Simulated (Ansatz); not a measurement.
**Nudged elastic band run: GaH3O**

Input file:

```yaml
crystal:
  periodic: [false, false, false]
  atoms:
    - { symbol: Ga, position_ang: [0.481331, -0.001758, 0.017337] }
    - { symbol: O, position_ang: [0.783833, -0.155826, 1.779133] }
    - { symbol: H, position_ang: [-0.007928, -0.237556, 2.325844] }
    - { symbol: H, position_ang: [1.795967, 0.12837, -0.813176] }
    - { symbol: H, position_ang: [-1.007904, -0.014631, -0.480737] }
basis:
  gaussian: { orbitals: def2-SVP }
hamiltonian:
  xc: b3lyp
  dispersion: d4
neb:
  order_check: false
  images: 5
  f_tol: 0.05
  max_iterations: 60
  final_atoms:
    - { symbol: Ga, position_ang: [-0.11817909, 0.25862708, -1.01794166] }
    - { symbol: O, position_ang: [1.05711107, 0.11797103, 1.02645077] }
    - { symbol: H, position_ang: [0.5463262, -0.36181531, 1.69327697] }
    - { symbol: H, position_ang: [1.97095738, -0.19223206, 1.09108131] }
    - { symbol: H, position_ang: [-1.41091656, -0.10395173, 0.03553361] }
  initial_path:
    images:
      - { positions_ang: [[0.481331, -0.001758, 0.017337], [0.783833, -0.155826, 1.779133], [-0.007928, -0.237556, 2.325844], [1.795967, 0.12837, -0.813176], [-1.007904, -0.014631, -0.480737]] }
      - { positions_ang: [[0.32069277, -0.00063906, 0.01175269], [0.94996368, -0.10543443, 1.69337911], [0.1181981, -0.24985107, 2.1713629], [1.78231161, 0.08013164, -0.46708701], [-1.12586716, -0.00560808, -0.58100669]] }
      - { positions_ang: [[0.16005455, 0.00047988, 0.00616839], [1.11609436, -0.05504287, 1.60762522], [0.2443242, -0.26214614, 2.0168818], [1.76865622, 0.03189328, -0.12099803], [-1.24383032, 0.00341485, -0.68127637]] }
      - { positions_ang: [[-0.00058368, 0.00159882, 0.00058408], [1.28222504, -0.0046513, 1.52187132], [0.37045029, -0.27444121, 1.8624007], [1.75500082, -0.01634508, 0.22509096], [-1.36179348, 0.01243777, -0.78154606]] }
      - { positions_ang: [[-0.03978215, 0.08727491, -0.3389245], [1.20718705, 0.03622281, 1.35673114], [0.42907559, -0.30356591, 1.80602612], [1.82698634, -0.07497407, 0.51375441], [-1.37816784, -0.02635873, -0.50918617]] }
      - { positions_ang: [[-0.07898062, 0.17295099, -0.67843308], [1.13214906, 0.07709692, 1.19159096], [0.4877009, -0.33269061, 1.74965154], [1.89897186, -0.13360306, 0.80241786], [-1.3945422, -0.06515523, -0.23682628]] }
      - { positions_ang: [[-0.11817909, 0.25862708, -1.01794166], [1.05711107, 0.11797103, 1.02645077], [0.5463262, -0.36181531, 1.69327697], [1.97095738, -0.19223206, 1.09108131], [-1.41091656, -0.10395173, 0.03553361]] }
```

Launched with:

```bash
$ ansatz run input.yaml --threads 1 --pin off --max-ram 2048MiB --backend cpu --events-out ev --progress --plain --runs-dir out
```

Output, in part (warnings, iteration lines, the closing report on the highest movable image, with atoms numbered from 0):

```
NEB end point (image 0): max|allowed force component| = 1.345e-2 eV/Å (the criterion of neb.relax_end_points is 1.000e-2)
NEB end point (image 6): max|allowed force component| = 1.382e-2 eV/Å (the criterion of neb.relax_end_points is 1.000e-2)
NEB iter   1: max|band force component| = 6.300e0 eV/Å  barrier→ = 4.7480 eV  barrier← = 3.8666 eV  Δτ_max = 0.1987 Å  (171 SCF iters)
NEB iter   2: max|band force component| = 2.887e0 eV/Å  barrier→ = 3.2828 eV  barrier← = 2.4013 eV  Δτ_max = 0.1965 Å  (143 SCF iters)
NEB iter   3: max|band force component| = 1.332e0 eV/Å  barrier→ = 2.6809 eV  barrier← = 1.7995 eV  Δτ_max = 0.2000 Å  (140 SCF iters)
NEB iter   4: max|band force component| = 8.834e-1 eV/Å  barrier→ = 2.5687 eV  barrier← = 1.6873 eV  Δτ_max = 0.1868 Å  (142 SCF iters)
NEB iter   5: max|band force component| = 7.446e-1 eV/Å  barrier→ = 2.5260 eV  barrier← = 1.6446 eV  CI = image 3  Δτ_max = 0.0661 Å  (133 SCF iters)
NEB iter   6: max|band force component| = 2.964e-1 eV/Å  barrier→ = 2.5423 eV  barrier← = 1.6608 eV  CI = image 3  Δτ_max = 0.0327 Å  (130 SCF iters)
NEB iter   7: max|band force component| = 2.348e-1 eV/Å  barrier→ = 2.5347 eV  barrier← = 1.6533 eV  CI = image 3  Δτ_max = 0.0610 Å  (126 SCF iters)
NEB iter   8: max|band force component| = 7.087e-2 eV/Å  barrier→ = 2.5263 eV  barrier← = 1.6449 eV  CI = image 3  Δτ_max = 0.0150 Å  (128 SCF iters)
NEB iter   9: max|band force component| = 6.715e-2 eV/Å  barrier→ = 2.5249 eV  barrier← = 1.6435 eV  CI = image 3  Δτ_max = 0.0523 Å  (120 SCF iters)
NEB iter  10: max|band force component| = 8.271e-2 eV/Å  barrier→ = 2.5240 eV  barrier← = 1.6426 eV  CI = image 3  Δτ_max = 0.0259 Å  (126 SCF iters)
NEB iter  11: max|band force component| = 8.445e-2 eV/Å  barrier→ = 2.5239 eV  barrier← = 1.6424 eV  CI = image 3  Δτ_max = 0.0518 Å  (122 SCF iters)
NEB iter  12: max|band force component| = 9.107e-2 eV/Å  barrier→ = 2.5239 eV  barrier← = 1.6424 eV  CI = image 3  Δτ_max = 0.0258 Å  (109 SCF iters)
NEB iter  13: max|band force component| = 2.724e-2 eV/Å  barrier→ = 2.5239 eV  barrier← = 1.6424 eV  CI = image 3  Δτ_max = 0.0000 Å  (229 SCF iters)
Total energy: -54464.80646110 eV, -2001.5447198738 hartree
Atom 0 at     0.226732     0.115995    -0.455139 Å, force    -0.000072    -0.000006    -0.000275 eV/Å
Atom 1 at     0.870879     0.150768     1.432160 Å, force    -0.000262    -0.000306    -0.000013 eV/Å
Atom 2 at     0.641994    -0.463054     2.154755 Å, force     0.000207     0.000166     0.000125 eV/Å
Atom 3 at     1.673257    -0.159852     0.295707 Å, force     0.000363     0.000045     0.000187 eV/Å
Atom 4 at    -1.367563     0.074742    -0.599081 Å, force    -0.000236     0.000100    -0.000025 eV/Å
Dipole moment:    -0.111335    -0.239862     0.057657 e Å
```

The forces met the threshold. Neighbouring images differ by up to 1.2 eV, so the band resolves the path poorly. A vibrational analysis at the climbing image gives one clearly imaginary mode, 1397i cm⁻¹: a first-order saddle point. The orbitals stay closed-shell, which can raise the energy where a bond breaks towards radicals; this wasn't checked here.

Final band (atoms are numbered from 1 in the order of the input):

```csv
image,path coordinate (Å),energy (kJ/mol),Ga1–O2 (Å),Ga1–H4 (Å),O2–H4 (Å)
0,0.00,0.0,1.79,1.56,2.80
1,0.57,28.3,1.79,1.55,2.47
2,1.15,129.8,1.83,1.54,2.00
3,1.72,243.5,1.99,1.65,1.43
4,2.26,126.0,2.24,2.07,1.00
5,2.79,89.6,2.37,2.68,0.97
6,3.33,85.0,2.36,3.00,0.97
```

The run took 100 s on 1 thread of Arm Neoverse V1, on a shared host, peak memory 0.12 GiB.
